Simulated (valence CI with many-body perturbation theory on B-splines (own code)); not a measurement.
**Ag⁸⁺: E2, M1 decay**

Computed by configuration interaction combined with many-body perturbation theory (CI+MBPT): three valence electrons over a frozen Dirac-Fock core [Kr], a basis of 9 s, 9 p, 10 d, 8 f, 5 g, 3 h, 1 i functions for each j, with the one-electron correlation potential Σ1, the two-electron term Σ2, the three-electron term Σ3, Breit, model QED; selected CI, second order for the rest, scaled by the run's own slope (own B-spline code, finite nucleus).

No measured spectrum was set against this ion. As an estimate, terms of the open shell hold to 2 to 4 % of their energy, and close levels can change places; different configurations can be misplaced against each other by 1,000 to 8,000 cm⁻¹. Core correlation moves these levels by up to 15000 cm⁻¹, and in measured spectra 5 to 20 % of such shifts remained as error; rates that hang on mixing are uncertain with them. The list stops below the first excitations out of the core. Only levels of the ground parity were solved; by the run's estimate the other parity begins above the list, which can be wrong where configurations are misplaced.

Lines 1 to 50 of 120 in falling wavelength, among levels below 349080 cm⁻¹, chosen from the decays that carry over 1 % of a level's rate. Wavelengths and rates use the calculated energies, so an error of 2000 cm⁻¹ moves a line at 1278 nm by 26 % and its rate by three times that or more. Electric multipoles are in the length gauge, E1 and E2 with the static RPA response of the core. S is in atomic units (e²a₀⁴ for E2 and M2, e²a₀⁶ for E3), for M1 in squared Bohr magnetons. Weak lines are less certain than strong ones. Lines between different terms over intervals too small for the method are left out, as are lines whose strength nearly cancels. Intervals below about 2000 cm⁻¹, as at the head of this list, are uncertain by tens of per cent.

Names give the largest LS component (configuration and term), which can be under half, so a name can repeat, a term be missing and a line seem to break the LS rules; names also repeat where a configuration has a term twice. Letters in brackets count levels of one name in rising energy.

```csv
λ vac (nm),Upper,Lower,Type,A (s⁻¹),S (a.u.)
12940,4d³ ⁴P_1/2,4d³ ⁴P_3/2,M1,1.63e-02,2.61e+00
3217,4d³ ⁴F_5/2,4d³ ⁴F_3/2,M1,1.25e+00,9.30e+00
2988,4d³ ⁴F_9/2,4d³ ⁴F_7/2,M1,9.57e-01,9.47e+00
2922,4d³ ⁴F_7/2,4d³ ⁴F_5/2,M1,1.67e+00,1.24e+01
1862,4d³ ⁴P_5/2,4d³ ⁴P_3/2,M1,1.85e+00,2.65e+00
1602,4d³ ²D_5/2 [a],4d³ ²D_3/2 [a],M1,1.85e+00,1.70e+00
1278,4d³ ²H_11/2,4d³ ²G_9/2,M1,2.71e+00,2.51e+00
1266,4d³ ²P_3/2,4d³ ²P_1/2,M1,3.13e+00,9.43e-01
1126,4d³ ²D_3/2 [a],4d³ ⁴P_1/2,M1,2.19e+00,4.64e-01
1126,4d³ ²H_9/2,4d³ ²G_9/2,M1,5.54e+00,2.93e+00
1047,4d³ ²P_3/2,4d³ ²D_3/2 [a],M1,7.71e+00,1.31e+00
1036,4d³ ²D_3/2 [a],4d³ ⁴P_3/2,M1,7.41e+00,1.22e+00
1014,4d³ ²H_9/2,4d³ ²G_7/2,M1,5.46e+00,2.11e+00
950.1,4d³ ²D_5/2 [a],4d³ ⁴P_5/2,M1,1.09e+00,2.09e-01
949.4,4d³ ²P_1/2,4d³ ⁴P_1/2,M1,1.08e+01,6.83e-01
883.0,4d³ ²F_5/2,4d³ ²D_5/2 [a],M1,1.45e-01,2.22e-02
782.3,4d³ ²F_7/2,4d³ ²H_9/2,M1,1.52e-01,2.16e-02
762.9,4d³ ²G_9/2,4d³ ⁴F_9/2,M1,6.60e+00,1.09e+00
722.8,4d³ ²P_3/2,4d³ ⁴P_5/2,M1,6.54e+00,3.66e-01
670.5,4d³ ⁴P_3/2,4d³ ⁴F_5/2,M1,1.10e+00,4.93e-02
646.1,4d³ ²G_7/2,4d³ ⁴F_7/2,M1,4.52e+00,3.61e-01
637.4,4d³ ⁴P_1/2,4d³ ⁴F_5/2,E2,2.14e-02,4.03e-01
629.1,4d³ ²D_5/2 [a],4d³ ⁴P_3/2,M1,6.07e-01,3.36e-02
607.7,4d³ ²G_9/2,4d³ ⁴F_7/2,M1,4.31e+00,3.59e-01
593.0,4d³ ⁴P_5/2,4d³ ⁴F_7/2,M1,3.29e-01,1.53e-02
554.9,4d³ ⁴P_3/2,4d³ ⁴F_3/2,M1,2.51e+00,6.37e-02
542.5,4d³ ²P_3/2,4d³ ⁴P_1/2,M1,3.10e-01,7.33e-03
532.0,4d³ ⁴P_1/2,4d³ ⁴F_3/2,M1,2.62e-01,2.92e-03
532.0,4d³ ⁴P_1/2,4d³ ⁴F_3/2,E2,9.19e-02,7.00e-01
529.1,4d³ ²G_7/2,4d³ ⁴F_5/2,M1,7.21e+00,3.17e-01
493.0,4d³ ⁴P_5/2,4d³ ⁴F_5/2,M1,2.61e-01,6.96e-03
477.7,4d³ ²H_11/2,4d³ ⁴F_9/2,M1,6.43e-01,3.12e-02
461.6,4d³ ²F_7/2,4d³ ²G_9/2,M1,6.47e-01,1.89e-02
457.7,4d³ ²F_5/2,4d³ ⁴P_5/2,M1,9.54e-01,2.03e-02
454.8,4d³ ²H_9/2,4d³ ⁴F_9/2,M1,2.74e+00,9.57e-02
449.3,4d³ ²F_5/2,4d³ ²G_9/2,E2,1.35e-01,1.33e+00
441.7,4d³ ²F_7/2,4d³ ²G_7/2,M1,4.39e+00,1.12e-01
430.4,4d³ ²F_5/2,4d³ ²G_7/2,M1,2.72e+00,4.82e-02
430.4,4d³ ²F_5/2,4d³ ²G_7/2,E2,1.67e-01,1.32e+00
412.5,4d³ ²D_5/2 [b],4d³ ²F_5/2,M1,1.31e+01,2.04e-01
407.0,4d³ ²D_3/2 [a],4d³ ⁴F_5/2,M1,1.36e+01,1.36e-01
405.4,4d³ ²D_3/2 [b],4d³ ²F_5/2,M1,8.63e+00,8.52e-02
402.6,4d³ ²D_5/2 [b],4d³ ²F_7/2,M1,7.88e+00,1.14e-01
394.7,4d³ ²H_9/2,4d³ ⁴F_7/2,M1,2.46e+00,5.62e-02
367.4,4d³ ²F_5/2,4d³ ⁴P_3/2,M1,4.21e-01,4.64e-03
365.1,4d³ ²D_5/2 [a],4d³ ⁴F_7/2,M1,1.69e+01,1.83e-01
361.3,4d³ ²D_3/2 [a],4d³ ⁴F_3/2,M1,8.61e+00,6.02e-02
341.0,4d³ ²P_1/2,4d³ ⁴F_3/2,M1,3.59e-01,1.05e-03
324.6,4d³ ²D_5/2 [a],4d³ ⁴F_5/2,M1,2.78e+00,2.11e-02
310.0,4d³ ²D_5/2 [b],4d³ ²P_3/2,M1,2.40e+00,1.59e-02
```
